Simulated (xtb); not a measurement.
xtb input (GFN2-xTB):

```bash
xtb mol.xyz --gfn 2 --ohess tight --chrg 1 --uhf 0
```
mol.xyz:
```
5

O     -1.39091484    -0.14007542     0.08450282
C     -0.20290080    -0.15410122     0.10365468
C      1.09816343    -0.12120361     0.07450094
O      2.29223060    -0.18701781     0.12344369
H     -1.87353468     0.59062722    -0.37636786
```

Output:

```
           -------------------------------------------------
          |                Calculation Setup                |
           -------------------------------------------------

           -------------------------------------------------
          |                 G F N 2 - x T B                 |
           -------------------------------------------------

        Reference                      10.1021/acs.jctc.8b01176
      * Hamiltonian:
        H0-scaling (s, p, d)           1.850000    2.230000    2.230000
        zeta-weighting                 0.500000
      * Dispersion:
        s8                             2.700000
        a1                             0.520000
        a2                             5.000000
        s9                             5.000000
      * Repulsion:
        kExp                           1.500000    1.000000
        rExp                           1.000000
      * Coulomb:
        alpha                          2.000000
        third order                    shell-resolved
        anisotropic                    true
        a3                             3.000000
        a5                             4.000000
        cn-shift                       1.200000
        cn-exp                         4.000000
        max-rad                        5.000000

          ...................................................
          :                      SETUP                      :
          :.................................................:
          :  # basis functions                  17          :
          :  # atomic orbitals                  17          :
          :  # shells                            9          :
          :  # electrons                        20          :
          :  max. iterations                   250          :
          :  Hamiltonian                  GFN2-xTB          :
          :  restarted?                      false          :
          :  GBSA solvation                  false          :
          :  PC potential                    false          :
          :  electronic temp.          300.0000000     K    :
          :  accuracy                    1.0000000          :
          :  -> integral cutoff          0.2500000E+02      :
          :  -> integral neglect         0.1000000E-07      :
          :  -> SCF convergence          0.1000000E-05 Eh   :
          :  -> wf. convergence          0.1000000E-03 e    :
          :  Broyden damping             0.4000000          :
          :  net charge                          1          :
          :  unpaired electrons                  0          :
          ...................................................

 iter      E             dE          RMSdq      gap      omega  full diag
   1    -12.4117386 -0.124117E+02  0.825E+00    0.62       0.0  T
   2    -12.4407560 -0.290174E-01  0.563E+00    0.57       1.0  T
   3    -12.4362484  0.450763E-02  0.210E+00    0.58       1.0  T
   4    -12.4448933 -0.864489E-02  0.623E-01    0.58       1.0  T
   5    -12.4462281 -0.133484E-02  0.106E-01    0.57       1.0  T
   6    -12.4462316 -0.350629E-05  0.505E-02    0.57       1.0  T
[...]
                xx          xy          yy          xz          yz          zz
 q only:        6.667      -2.686      -2.928       1.682      -0.705      -3.739
  q+dip:        6.439      -3.421      -2.842       2.053      -0.697      -3.597
   full:        4.341      -3.523      -2.392       1.994       0.152      -1.950

           -------------------------------------------------
          |                Geometry Summary                 |
           -------------------------------------------------

      molecular mass/u    :       57.0282224
   center of mass at/Å    :        0.3736258      -0.1514420       0.0897553
  moments of inertia/u·Å² :        0.2098902E+01   0.1170121E+03   0.1191110E+03
rotational constants/cm⁻¹ :        0.8031644E+01   0.1440674E+00   0.1415287E+00

 * 3 selected distances

     #   Z          #   Z                                           value/Å
     1   8 O        2   6 C                                       1.2095323 (max)
     3   6 C        4   8 O                                       1.1352593
     1   8 O        5   1 H                                       1.0003773 (min)

 * 2 distinct bonds (by element types)

   Z      Z             #   av. dist./Å        max./Å        min./Å
   1 H    8 O           1     1.0003773     1.0003773     1.0003773
   6 C    8 O           2     1.1723958     1.2095323     1.1352593

           -------------------------------------------------
          |               Frequency Printout                |
           -------------------------------------------------
 projected vibrational frequencies (cm⁻¹)
eigval :       -0.00    -0.00    -0.00     0.00     0.00     0.00
eigval :      254.25   314.83   492.19   806.27   933.34  1111.34
eigval :     1798.89  2208.03  2930.62
 reduced masses (amu)
   1:  7.21   2: 14.90   3: 14.77   4: 14.26   5: 13.90   6: 14.08   7: 13.50   8: 12.08
   9: 12.92  10:  7.48  11: 13.90  12:  3.71  13: 13.38  14: 13.18  15:  1.81
 IR intensities (km·mol⁻¹)
   1:157.20   2:  5.04   3:  7.33   4:  0.26   5: 25.49   6: 16.45   7: 42.87   8: 63.00
   9: 15.23  10:156.93  11: 12.95  12:246.21  13:255.24  14:287.40  15:126.38
 Raman intensities (Ä⁴*amu⁻¹)
   1:  0.00   2:  0.00   3:  0.00   4:  0.00   5:  0.00   6:  0.00   7:  0.00   8:  0.00
   9:  0.00  10:  0.00  11:  0.00  12:  0.00  13:  0.00  14:  0.00  15:  0.00
 output can be read by thermo (or use thermo option).
 writing <g98.out> molden fake output.
 recommended (thermochemical) frequency scaling factor: 1.0
           -------------------------------------------------
          |             Thermodynamic Functions             |
           -------------------------------------------------

cs  symmetry found (for desy threshold:  0.10E+00) used in thermo

          ...................................................
          :                      SETUP                      :
          :.................................................:
Note: The following floating-point exceptions are signalling: IEEE_DENORMAL
normal termination of xtb
          :  # frequencies                           9      :
          :  # imaginary freq.                       0      :
          :  linear?                             false      :
          :  only rotor calc.                    false      :
          :  symmetry                               cs      :
          :  rotational number                       1      :
          :  scaling factor                  1.0000000      :
          :  rotor cutoff                   50.0000000 cm⁻¹ :
          :  imag. cutoff                  -20.0000000 cm⁻¹ :
          :.................................................:

    mode    ω/cm⁻¹     T·S(HO)/kcal·mol⁻¹    T·S(FR)/kcal·mol⁻¹   T·S(vib)
   ------------------------------------------------------------------------
       1    254.25    -0.50714 ( 99.85%)    -0.57453 (  0.15%)    -0.50724
   ------------------------------------------------------------------------

   temp. (K)  partition function   enthalpy   heat capacity  entropy
                                   cal/mol     cal/K/mol   cal/K/mol   J/K/mol
 298.15  VIB   2.07                  791.999      6.065      4.104
         ROT  0.131E+05              888.752      2.981     21.816
         INT  0.271E+05             1680.751      9.046     25.920
         TR   0.417E+27             1481.254      4.968     38.027
         TOT                        3162.0052    14.0139    63.9466   267.5526

       T/K    H(0)-H(T)+PV         H(T)/Eh          T*S/Eh         G(T)/Eh
   ------------------------------------------------------------------------
    298.15    0.503898E-02    0.297565E-01    0.303831E-01   -0.626547E-03
   ------------------------------------------------------------------------

         :::::::::::::::::::::::::::::::::::::::::::::::::::::
         ::                  THERMODYNAMIC                  ::
         :::::::::::::::::::::::::::::::::::::::::::::::::::::
         :: total free energy         -12.302537612889 Eh   ::
         ::.................................................::
         :: total energy              -12.301911066113 Eh   ::
         :: zero point energy           0.024717571658 Eh   ::
         :: G(RRHO) w/o ZPVE           -0.025344118434 Eh   ::
         :: G(RRHO) contrib.           -0.000626546776 Eh   ::
         :::::::::::::::::::::::::::::::::::::::::::::::::::::

optimized geometry written to: xtbopt.xyz

           -------------------------------------------------
          | TOTAL ENERGY              -12.301911066113 Eh   |
          | TOTAL ENTHALPY            -12.272154518473 Eh   |
          | TOTAL FREE ENERGY         -12.302537612889 Eh   |
          | GRADIENT NORM               0.000323303102 Eh/α |
          | HOMO-LUMO GAP               1.097800444619 eV   |
           -------------------------------------------------

------------------------------------------------------------------------
------------------------------------------------------------------------
 total:
 SCF:
 ANC optimizer:
 analytical hessian:
```

It need not be the lowest isomer of its formula.
